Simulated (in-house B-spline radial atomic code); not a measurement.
Results of a calculation; reference values are marked as such.
**Making a Troullier-Martins p channel for Co, r_c = 0.68 bohr**

Co, [Ar] 3d7 4s2, non-relativistic LDA (VWN5), spherical and spin-unpolarised, from a B-spline radial code for spherical atoms (atomic units). The all-electron 3p level is ε = -2.388285 hartree, its outermost node lies just inside 0.29 bohr and its outer maximum at 0.68 bohr.

Inside r_c the pseudo-orbital is u(r) = r^2 exp(p(r)), with p = c0 + c2 r² + c4 r⁴ + … + c12 r¹². The seven coefficients follow from p and its first four derivatives at r_c, from zero curvature of the screened potential at the origin, c4 = −c2²/(2l + 5), and from the norm inside r_c. At r_c the all-electron orbital has P = 1.189041, P' = 0.009383053, the screened potential V = -8.533099, V' = 27.29876, V'' = -113.7227, and the norm inside is Q = 0.3645286.

(1) What are p, p' and p'' at r_c?

For a trial c2 the five matching conditions are linear in c0, c6, c8, c10 and c12, and c2 is varied until the norm inside r_c equals Q. The root nearest zero gives:

```csv
n,c_n
0,1.846364
2,-1.735743
4,-0.4304004
6,3.167236
8,-18.89892
10,35.74747
12,-21.69668
```

(2) Check c4 and p(r_c), and find the screened pseudopotential at the origin.

Orbitals and screened potentials:

| r (bohr) | P | u | V all-electron | V pseudo |
| --- | --- | --- | --- | --- |
| 0.068 | -0.4055 | 0.02907 | -311.9 | -11.07 |
| 0.17 | -0.5771 | 0.1741 | -93.7 | -11.01 |
| 0.272 | -0.08206 | 0.4117 | -46.22 | -10.85 |
| 0.374 | 0.4994 | 0.6917 | -27.23 | -10.81 |
| 0.476 | 0.9144 | 0.9529 | -17.6 | -11.07 |
| 0.578 | 1.13 | 1.131 | -12.02 | -10.79 |
| 0.68 | 1.189 | 1.189 | -8.533 | -8.533 |

Logarithmic derivatives P'/P at R = 0.98 bohr, for energies E around ε:

| E − ε (hartree) | all-electron | pseudo |
| --- | --- | --- |
| -0.5 | -0.56139 | -0.561992 |
| -0.25 | -0.901227 | -0.901405 |
| -0.1 | -1.12543 | -1.12547 |
| 0 | -1.28464 | -1.28464 |
| 0.1 | -1.45247 | -1.45251 |
| 0.25 | -1.72225 | -1.7225 |
| 0.5 | -2.2285 | -2.22975 |

(3) With P(R) = 0.942657 and a norm of 0.7259332 inside R, what slope in energy does norm conservation fix?

Results:

(1) p = ln(P/r_c^2) = ln(1.189041/0.4624) = 0.94447. p' = P'/P − 2/r_c = 0.00789 − 2.94118 = -2.93329. The radial equation gives p'' = 2(V − ε) − 2(2) p'/r_c − p'² = -12.28963 − (-17.25462) − 8.60416 = -3.63917. Differentiating, p''' = 2V' + 2(2)p'/r_c² − 2(2)p''/r_c − 2p'p'' = 29.281, and p'''' = 2V'' − 4(2)p'/r_c³ + 4(2)p''/r_c² − 2(2)p'''/r_c − 2p''² − 2p'p''' = -242.73.

(2) −c2²/7 = -0.4304, as listed. The terms c_n r_c^n are 1.84636, -0.80261, -0.09203, 0.31314, -0.86399, 0.75567, -0.21208, which sum to 0.94447. Inverting the radial equation, V_l(r) = ε + 2 p'/r + (p'' + p'²)/2, so V_l(0) = ε + (2l + 3) c2 = -2.388285 + 5 × (-1.73574) = -11.0670 hartree, finite where the all-electron potential diverges.

(3) d(P'/P)/dE = −2 × (norm inside R)/P(R)² = -1.6339 per hartree·bohr at E = ε, for both atoms, since orbital and norm agree at R. Differences over ±0.1 hartree give -1.6352 (all-electron) and -1.6352 (pseudo), which also hold third-order terms. Half a hartree below ε the two curves differ by -0.0006.
